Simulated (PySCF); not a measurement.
A side-by-side comparison of computed properties.

First species: C₃H₁₀O₃Si.
Atom-mapped SMILES: `[CH3:1][CH:2]([CH3:3])[O:4][SiH:5]([OH:6])[OH:7]` (hydrogens: H8, H9, H10 on C1; H11 on C2; H12, H13, H14 on C3; H15 on Si5; H16 on O6; H17 on O7)

Second species: Carbon monosulfide, CS.
SMILES with atom numbers: `[C-:1]#[S+:2]`

Levels: PBE0/def2-SVPD for dipole moment, HOMO energy, LUMO energy, HOMO–LUMO gap, static isotropic polarisability and electronic spatial extent ⟨r²⟩ about the centre of nuclear charge; TDDFT PBE0/def2-SVPD for lowest singlet excitation; TDA PBE0/def2-SVPD for lowest triplet excitation (Tamm–Dancoff); GFN2-xTB for smallest rotational constant. Geometries: GFN2-xTB. Each structure is a single optimised conformer of the isolated species, non-relativistic unless stated; the electronic structure was computed with PySCF and density fitting.

Dipoles, sizes and rotational constants follow the conformer. The torsions of the flexible species, by atom-mapped SMILES:
- `[CH3:1][CH:2]([CH3:3])[O:4][SiH:5]([OH:6])[OH:7]`: C1–C2–O4–Si5 -162°, C2–O4–Si5–O6 -176°, H–O6–Si5–O4 -37°, H–O7–Si5–O4 -152°

Problem. Which of the two has the higher ⟨r²⟩, and by how much?

Solution. The first: 1121 bohr² against 79 bohr², a difference of 1042 bohr².

Problem. Which has the higher HOMO–LUMO gap?

Solution. The first: 8.64 eV against 6.58 eV, a difference of 2.06 eV.

Problem. Which of the two has the higher LUMO energy, and by how much?

Solution. The first: 0.35 eV against -2.36 eV, a difference of 2.71 eV.

Problem. Which of the two has the higher dipole moment, and by how much?

Solution. The second: 1.98 D against 0.69 D, a difference of 1.29 D.

Problem. Which has the higher smallest rotational constant?

Solution. The second: 25.029 GHz against 1.086 GHz, a difference of 23.943 GHz.

Problem. Which of the two has the higher HOMO energy, and by how much?

Solution. The first: -8.29 eV against -8.94 eV, a difference of 0.65 eV.

Problem. Which of the two has the higher S1 energy, and by how much?

Solution. The first: 7.68 eV against 4.85 eV, a difference of 2.83 eV.

Problem. Which has the higher static isotropic polarisability?

Solution. The first: 72.2 au against 27.6 au, a difference of 44.6 au.

On the first: The polarisability is 10.69 Å³ as a volume (1 au = 0.148185 Å³), or 1.09 au for each of the 66 electrons. A dipole of 0.69 D is allowed in C1, and pure rotational transitions are dipole-allowed.

On the second: The vertical singlet–triplet gap S1 − T1 is 1.66 eV (TDDFT singlet less Tamm–Dancoff triplet). The 8 singlets span 4.85 to 9.36 eV, and their oscillator strengths add up to 0.71.
